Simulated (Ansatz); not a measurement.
`FBCF` and `FC[BH][GeH2][AlH2]` differ in one atom or group.

Ansatz, PBE0-D4/def2-TZVP geometries, multiplicity 1. Each molecule was computed in one conformer, which needn't be the lowest.

Scalar relativity is left out up to krypton.

```csv
property,`FBCF`
HOMO–LUMO gap (B3LYP/def2-TZVPP) / eV,7.63
HOMO–LUMO gap (ωB97M-V/def2-TZVPP) / eV,12.48
HOMO energy (PBE0/def2-TZVPP) / eV,-8.96
HOMO energy (ωB97M-V/def2-TZVPP) / eV,-11.34
HOMO energy (PBE/def2-TZVPP) / eV,-7.30
LUMO energy (PBE0/def2-TZVPP) / eV,-0.85
```

Q: What does the change do to each property? (Estimate.)

A: Ansatz gave: 
```
                               property  `FC[BH][GeH2][AlH2]`  shift
  HOMO–LUMO gap (B3LYP/def2-TZVPP) / eV                  4.57  -3.06
HOMO–LUMO gap (ωB97M-V/def2-TZVPP) / eV                  8.60  -3.88
     HOMO energy (PBE0/def2-TZVPP) / eV                 -7.45   1.51
  HOMO energy (ωB97M-V/def2-TZVPP) / eV                 -9.40   1.94
      HOMO energy (PBE/def2-TZVPP) / eV                 -6.42   0.88
     LUMO energy (PBE0/def2-TZVPP) / eV                 -2.51  -1.66
```

With PBE0 the HOMO rises by 1.51 eV and the LUMO falls by 1.66 eV, so the gap narrows by about 3.17 eV. PBE moves the HOMO by 0.88 eV and ωB97M-V by 1.94 eV.

B3LYP here is the variant with VWN-RPA as its local correlation; programs differ in this.
